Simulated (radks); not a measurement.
The numbers below are computed, except where a source is named.
Question: Successive ionisation energies (eV) of one element, from differences of total energies of ions in their ground configurations, starting at charge 0: 5.955, 20.838, 30.150, 50.814, 66.251. Level of theory: Dirac Kohn-Sham, PBEsol, spin-unpolarised, spherical densities, finite nucleus; open shells fill j = l - 1/2 first; Fermi nuclear charge, rms radius 5.4759 fm (a radial shooting solver on a logarithmic mesh with Libxc functionals). Which element is it?

Answer: Thallium (Z = 81). The first species listed is Tl in [Hg] 6p1, the last Tl4+ in [Xe] 4f14 5d9.
